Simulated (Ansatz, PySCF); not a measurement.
H₂O₂Y, SMILES [OH][Y][OH] (connectivity only; charge and spin as stated), neutral, multiplicity 2. Atoms are numbered in the order given.

```xyz
5

Y     -0.0002     0.0000     0.9305
O      0.0000     1.7171    -0.0915
H      0.0001     2.3577    -0.8010
O      0.0000    -1.7171    -0.0915
H      0.0001    -2.3577    -0.8010
```
Charge 0, spin multiplicity 2.

Coordinates come from a r2SCAN-D4/def2-TZVP optimisation. The def2 effective core potentials stand for the cores of Y; spin–orbit coupling is left out. The values are those of a single conformer.

Two levels are set side by side: PBE-D3(BJ)/def2-TZVP (Ansatz, a quantum-chemistry and plane-wave program) and r2SCAN-D4/def2-TZVP (Ansatz). Each level has its own optimised geometry; the coordinates shown are those of the second. Frequencies come from the Hessian of PySCF at each geometry. Differences are taken from unrounded values.

```csv
quantity,r2SCAN-D4
mean bond length (Å),1.477
bond Y1–O2 (Å),1.998
bond Y1–O4 (Å),1.998
bond O2–H3 (Å),0.956
bond O4–H5 (Å),0.956
highest harmonic wavenumber (cm⁻¹),3929
mean harmonic wavenumber (cm⁻¹),1183
zero-point energy (kcal/mol),15.21
```

**Question.** What does PBE-D3(BJ) give, and how far is it from r2SCAN-D4? (Estimate from the structure and the level; the computed values follow.)

**Answer.** 
```csv
quantity,PBE-D3(BJ),PBE-D3(BJ) minus r2SCAN-D4
mean bond length (Å),1.483,0.006
bond Y1–O2 (Å),2.002,0.004
bond Y1–O4 (Å),2.002,0.004
bond O2–H3 (Å),0.964,0.008
bond O4–H5 (Å),0.964,0.008
highest harmonic wavenumber (cm⁻¹),3831,-97
mean harmonic wavenumber (cm⁻¹),1153,-29
zero-point energy (kcal/mol),14.84,-0.38
```
